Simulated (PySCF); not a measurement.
Electronic structure of Ni²⁺ (nickel, charge +2) at the PBE level

Configuration: [Ar] 3d8, high-spin 3F determinant. All numbers are calculated (PySCF 2.14, the spin-free X2C one-electron Hamiltonian (Gaussian nucleus), in aug-cc-pwCVTZ-DK with one added diffuse shell each of s, p, d, f, g type (11s10p8d5f4g, 152 functions)).

* Total energy: -1519.357 hartree
* One-electron energy: -2088.070 hartree
* Hartree (Coulomb) energy: 631.851 hartree
* Exchange-correlation energy: -63.138 hartree
* ⟨S²⟩: 2.0008
* ⟨L²⟩: 12.009
* Sum of ⟨r⟩: 15.79 bohr
* Sum of ⟨r²⟩: 15.86 bohr²
* Langevin diamagnetic susceptibility: -12.6 ×10⁻⁶ cm³/mol
* Time after the integrals: 2.1 s of wall time on 2 threads of Neoverse-V2 (shared host)

```json
{"shell": "1s β", "electrons": "1", "mean orbital energy (eV)": "-8224.2", "spread (eV)": "0", "rms radius, mean of both spins (bohr)": "0.0624"}
{"shell": "1s α", "electrons": "1", "mean orbital energy (eV)": "-8224.2", "spread (eV)": "0", "rms radius, mean of both spins (bohr)": "0.0624"}
{"shell": "2s α", "electrons": "1", "mean orbital energy (eV)": "-1000.8", "spread (eV)": "0", "rms radius, mean of both spins (bohr)": "0.266"}
{"shell": "2s β", "electrons": "1", "mean orbital energy (eV)": "-999.61", "spread (eV)": "0", "rms radius, mean of both spins (bohr)": "0.266"}
{"shell": "2p α", "electrons": "3", "mean orbital energy (eV)": "-863.67", "spread (eV)": "0", "rms radius, mean of both spins (bohr)": "0.238"}
{"shell": "2p β", "electrons": "3", "mean orbital energy (eV)": "-862.81", "spread (eV)": "0", "rms radius, mean of both spins (bohr)": "0.238"}
{"shell": "3s α", "electrons": "1", "mean orbital energy (eV)": "-131.63", "spread (eV)": "0", "rms radius, mean of both spins (bohr)": "0.796"}
{"shell": "3s β", "electrons": "1", "mean orbital energy (eV)": "-129.18", "spread (eV)": "0", "rms radius, mean of both spins (bohr)": "0.796"}
{"shell": "3p α", "electrons": "3", "mean orbital energy (eV)": "-92.004", "spread (eV)": "0", "rms radius, mean of both spins (bohr)": "0.847"}
{"shell": "3p β", "electrons": "3", "mean orbital energy (eV)": "-89.593", "spread (eV)": "0", "rms radius, mean of both spins (bohr)": "0.847"}
{"shell": "3d α", "electrons": "5", "mean orbital energy (eV)": "-29.249", "spread (eV)": "1.281", "rms radius, mean of both spins (bohr)": "1.11"}
{"shell": "3d β", "electrons": "3", "mean orbital energy (eV)": "-27.602", "spread (eV)": "0", "rms radius, mean of both spins (bohr)": "1.11"}
```

Densities and radii are taken from the X2C orbitals without a picture-change correction, which distorts them close to the nucleus.
